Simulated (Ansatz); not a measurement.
`C[O][SnH2][CH]=N` + H₂S → `C[O][SnH2][SH]` + `C=N`  (ligand exchange at the Sn–C bond)

Calculated with Ansatz (gas phase, PBE0-D4/def2-TZVP geometries, no zero-point term in ΔE). CCSD(T)/CBS adds triple-zeta CCSD(T) − MP2 to the extrapolated MP2 energy (def2 sets, frozen cores). This one scheme is used for every species. Functionals use def2-TZVPP. B3LYP here is the variant with VWN-RPA as its local correlation; programs differ in this. def2 core potentials past Kr. For Sn outer-core shells are correlated without core-valence functions, which leaves a few kJ/mol of doubt a bond. One conformer a species, not always the lowest.

Question: Is it downhill or uphill in electronic energy at CCSD(T)/CBS, and by how much? (Estimate.)

Answer: Computed: Downhill: ΔE = -81.6 kJ/mol.

Question: What do these levels give: PBE-D4, PBE0-D4, B2PLYP, B3LYP, MP2/def2-TZVPP, SCS-MP2/def2-TZVPP, CCSD/def2-TZVPP, CCSD(T)/def2-TZVPP, HF/def2-QZVPP, MP2/def2-QZVPP, SCS-MP2/def2-QZVPP, MP2/CBS(def2)? (Best estimate.)

Answer: The calculation gave: PBE-D4 -76.1, PBE0-D4 -81.7, B2PLYP -81.3, B3LYP -81.4, MP2/def2-TZVPP -80.4, SCS-MP2/def2-TZVPP -80.9, CCSD/def2-TZVPP -78.9, CCSD(T)/def2-TZVPP -76.8, HF/def2-QZVPP -97.1, MP2/def2-QZVPP -83.5, SCS-MP2/def2-QZVPP -83.9, MP2/CBS(def2) -85.2 kJ/mol.

Largest T1 diagnostic among the species: 0.014.

In def2-TZVPP, CCSD(T) changes the Hartree–Fock value by +19.5 kJ/mol (the triples alone add +2.1 kJ/mol) and MP2 by +15.8 kJ/mol. From PBE to PBE0 (25 % exact exchange), in def2-TZVPP and without D4, ΔE moves by −5.5 kJ/mol.
